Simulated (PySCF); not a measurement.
C2H5AlClFO.

```xyz
11

Al     0.4880    -0.0181     0.2880
F      1.5474    -0.9760    -0.5563
Cl     0.8141     0.2797     2.3218
O     -0.8265     0.7113    -0.4585
C     -1.4655     0.6707    -1.7141
C     -1.6922    -0.7534    -2.2007
H     -2.4313     1.1971    -1.6193
H     -0.8682     1.2318    -2.4572
H     -2.3071    -1.3143    -1.4780
H     -2.2132    -0.7610    -3.1714
H     -0.7326    -1.2823    -2.3251
```
Charge 0, spin multiplicity 1.

The structure is a stationary point at B3LYP-D3(BJ)/def2-SVP. The values are those of a single conformer.

Method: B3LYP/pcSseg-1 (PySCF). Non-relativistic, no solvent.

Q: Give the absolute GIAO shielding of each atom: isotropic value and principal components (ppm). (An estimate is asked for; the answer gives what the named calculation found.)

A: 
```
atom  σ(iso)    σ11    σ22     σ33   span
----  ------  -----  -----  ------  -----
Al1    466.4  392.9  469.5   536.8  143.9
F2     337.1  274.9  306.5   430.0  155.0
Cl3   1015.3  961.0  966.8  1118.0  156.9
O4     268.8  222.1  285.6   298.6   76.5
C5     113.4   83.4   96.3   160.6   77.2
C6     155.2  131.2  155.6   178.8   47.6
H7      27.5   22.3   27.1    33.0   10.8
H8      27.3   22.4   26.7    32.7   10.3
H9      30.1   27.4   28.4    34.5    7.1
H10     30.2   26.5   27.1    37.0   10.5
H11     29.9   26.2   29.9    33.7    7.5
```
